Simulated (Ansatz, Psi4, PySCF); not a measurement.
BiI2, charge +1, singlet, at a GFN2-xTB geometry (such geometries of metal compounds can be far from the true shape) (core potentials on Bi, I). Base run: PySCF with PBE/def2-SVPD.

PySCF was given this input:
```python
from pyscf import gto, scf, dft

mol = gto.Mole()
mol.atom = '''
    Bi    0.867673    0.431136    0.277186
    I    -1.008840    1.166166   -1.524757
    I    -0.349968   -1.841342    1.090673
'''
mol.basis = 'def2-svpd'
mol.ecp = {'Bi': 'def2-svpd', 'I': 'def2-svpd'}
mol.charge = 1
mol.spin = 0
mol.verbose = 4
mol.build()

mf = dft.RKS(mol)
mf.xc = 'pbe'
mf.kernel()
```

The same geometry, method and basis name were run in Ansatz (a quantum-chemistry and plane-wave program) and Psi4 and PySCF, at each program's defaults and at the settings that a row names. The base is PySCF at its defaults. Differences at the defaults can come from grids, fitting, cores and function types together.

```csv
code and settings,ΔE vs base (mEh),basis functions,E (Eh),SCF cycles
"PySCF, defaults (exact integrals, its default grid, spherical functions)",0.000,102,-809.85071,14
"Psi4, defaults (density fitting with its default set, its default grid, spherical functions)",?,102,?,11
"Ansatz, defaults (factorised integrals, its default grid, spherical functions)",0.015,102,-809.85070,-
"PySCF, density fitting with def2-universal-jkfit",-0.012,102,-809.85073,14
"PySCF, fine grid",0.007,102,-809.85071,14
"Psi4, exact integrals, spherical functions, fine grid",0.022,102,-809.85069,14
"Ansatz, high accuracy",0.015,102,-809.85070,-
```

Question: Some entries are withheld; supply them.

Answer: 
- Psi4, defaults (density fitting with its default set, its default grid, spherical functions), ΔE vs base (mEh): -0.157
- Psi4, defaults (density fitting with its default set, its default grid, spherical functions), E (Eh): -809.85087
